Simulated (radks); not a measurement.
Spherical jellium clusters: N electrons in a uniform positive sphere of charge N and radius rs N^(1/3), rs = 5.64 bohr. Method: non-relativistic Kohn-Sham, LDA (Slater exchange, Perdew-Wang correlation), spin-polarised, spherical densities; computed with a radial shooting solver with Libxc functionals. Levels are named by radial order and angular momentum (1s, 1p, 1d, 2s, ...), and open shells are averaged over m.

N = 10, configuration 1s2 1p6 1d(up 2, down 0). This is the lowest configuration that the search found. Occupied and some empty levels:

| level | occupation | eigenvalue (eV) | <r> (bohr) |
|---|---|---|---|
| 1s up | 1 | -3.2833 | 8.019 |
| 1s down | 1 | -3.1541 | 7.830 |
| 1p up | 3 | -2.7368 | 9.281 |
| 1p down | 3 | -2.5796 | 9.241 |
| 1d up | 2 | -2.0138 | 10.32 |
| 1d down | 0 | -1.8503 | 10.37 |
| 2s up | 0 | -1.5594 | 9.003 |
| 2s down | 0 | -1.4855 | 9.127 |
| 1f up | 0 | -1.1752 | 11.38 |
| 1f down | 0 | -1.0209 | 11.53 |
| 2p up | 0 | -0.77197 | 11.82 |
| 2p down | 0 | -0.69644 | 12.04 |

Energy (eV): total -17.0280, kinetic 9.6916, external -267.08, Hartree 133.09, exchange-correlation -27.096, background 134.37.

Electron density:

| r (bohr) | n(r) (e/bohr^3) |
|---|---|
| 0.384 | 0.0006675 |
| 1.35 | 0.0007350 |
| 2.31 | 0.0008709 |
| 3.28 | 0.001060 |
| 4.25 | 0.001277 |
| 5.21 | 0.001488 |
| 6.18 | 0.001650 |
| 7.14 | 0.001717 |
| 8.11 | 0.001649 |
| 9.07 | 0.001438 |
| 10.0 | 0.001119 |
| 11.0 | 0.0007675 |
| 12.0 | 0.0004658 |
| 12.9 | 0.0002519 |
| 13.9 | 0.0001266 |
| 14.9 | 0.00005967 |
| 15.8 | 0.00002718 |
| 16.8 | 0.00001192 |
| 17.8 | 5.155e-06 |
| 18.7 | 2.181e-06 |
